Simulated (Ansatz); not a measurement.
Reaction (cleavage of the Si–Si bond): `N[SiH]([SiH3])CCl` + H–F → `N[SiH](F)CCl` + SiH₄

Program: Ansatz. Geometries: PBE0-D4/def2-TZVP. ΔE: electronic, gas phase. CBS: MP2 limit from def2 TZ/QZ plus the TZ coupled-cluster correction, frozen cores. This one scheme is used for every species. DFT in def2-TZVPP. B3LYP here is the variant with VWN-RPA as its local correlation; programs differ in this. One conformer a species, not always the lowest.

```json
{"level": "r2SCAN", "ΔE (kJ/mol)": "-163.6"}
{"level": "B3LYP", "ΔE (kJ/mol)": "-173.2"}
```

Q: What does CCSD(T)/CBS give? (Best estimate.)

A: Computed: -157.8 kJ/mol. The listed levels differ from it by -5.8, -15.4 kJ/mol.

Largest T1 diagnostic among the species: 0.011.

The D4 term adds +11.2 kJ/mol with B3LYP and +6.5 kJ/mol with PBE0; it sums over pairs of atoms, weighted by their polarisabilities, and B3LYP, whose exchange is more repulsive, gets the larger term. From PBE to PBE0 (25 % exact exchange), in def2-TZVPP and without D4, ΔE moves by −5.0 kJ/mol.
